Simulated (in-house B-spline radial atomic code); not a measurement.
A fraction x of an electron is moved 5p → 4f in Pr⁴⁺, starting from [Xe] 4f1 and keeping the highest spin. Computed with a B-spline radial code for spherical atoms: scalar-relativistic (X2C) RPBE, spin-polarised, spherical fractional occupations, Fermi nucleus of rms radius 4.8919 fm.

| x | E(x) - E(0) (eV) | 5p down level (eV) | 4f up level (eV) |
| --- | --- | --- | --- |
| 0 | 0.0000 | -61.120 | -48.902 |
| 0.125 | 1.5434 | -60.820 | -48.346 |
| 0.25 | 3.1180 | -60.518 | -47.800 |
| 0.375 | 4.7226 | -60.216 | -47.264 |
| 0.5 | 6.3557 | -59.914 | -46.738 |
| 0.625 | ? | ? | ? |
| 0.75 | ? | ? | ? |
| 0.875 | 11.4130 | -59.001 | -45.222 |
| 1 | 13.1468 | -58.695 | -44.737 |

Q: What belongs in the row x = 0.625?

A: An energy change of 8.0161 eV; 5p down at -59.611 eV, 4f up at -46.222 eV.

Q: What belongs in the row x = 0.75?

A: An energy change of 9.7023 eV; 5p down at -59.306 eV, 4f up at -45.717 eV.

Q: Check Janak's theorem between x = 0.125 and 0.25.

A: The slope of the energy is 12.60 eV; the orbital levels give 12.60 eV (ε of the receiving orbital less ε of the emptying one, averaged over the two points).
